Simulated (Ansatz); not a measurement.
`C=NBC[SiH3]` + CH₄ → `C=NBC` + `C[SiH3]`  (formal exchange of groups at a B–C bond)

Computed with Ansatz on PBE0-D4/def2-TZVP structures; ΔE is electronic, products minus reactants. CBS: MP2 limit from def2 TZ/QZ plus the TZ coupled-cluster correction, frozen cores. This one scheme is used for every species. Functionals use def2-TZVPP. HSE06 is defined as in plane-wave codes. Each species was taken in one conformer, which may not be the lowest.

```
         level  ΔE (kJ/mol)
     revPBE-D4         14.1
      HSE06-D4         13.0
        r2SCAN         11.8
          PBE0          9.9
         BHLYP          8.0
   HF/def2-SVP          8.0
MP2/def2-TZVPP         15.7
 MP2/CBS(def2)         15.8
```

(1) What does CCSD(T)/CBS give? (Best estimate.)

Largest T1 diagnostic among the species: 0.014.

Answers

(1) Computed: +13.6 kJ/mol. The listed levels differ from it by 0.5, -0.6, -1.8, -3.7, -5.6, -5.6, 2.1, 2.2 kJ/mol.

In def2-TZVPP, CCSD(T) changes the Hartree–Fock value by +6.7 kJ/mol (the triples alone add +1.6 kJ/mol) and MP2 by +8.8 kJ/mol. Leaving LDA and LC-ωPBE aside and taking each functional with its dispersion term where it has one, the values, not all of them listed here, spread over 3.4 kJ/mol, from B2PLYP to revPBE-D4.
